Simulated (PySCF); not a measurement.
H8NSi3, SMILES [SiH2]N([SiH3])[SiH3], multiplicity 2. Geometry optimised at PBE-D3(BJ)/def2-SVP. The isomer is the one that the SMILES or the coordinates give; other isomers of the formula were not compared.

Task: Give the equilibrium geometry at PBE-D3(BJ)/def2-SVP (PySCF confirms it by a frequency run) as a Z-matrix. (An estimate is asked for; the answer gives what the named calculation found.)

Result: 
```
N
Si 1 1.7719
Si 1 1.7728 2 120.95
Si 1 1.7748 2 119.52 3 176.10
H 3 1.5031 1 107.56 2 -4.77
H 4 1.5043 1 110.51 2 -46.12
H 4 1.5045 6 108.62 1 -122.56
H 4 1.5049 6 109.48 7 -119.21
H 3 1.5050 5 109.37 1 -121.14
H 3 1.5052 5 109.66 9 -118.50
H 2 1.5141 1 109.67 3 44.95
H 2 1.5148 11 110.05 1 -116.93
```
Charge 0, spin multiplicity 2.
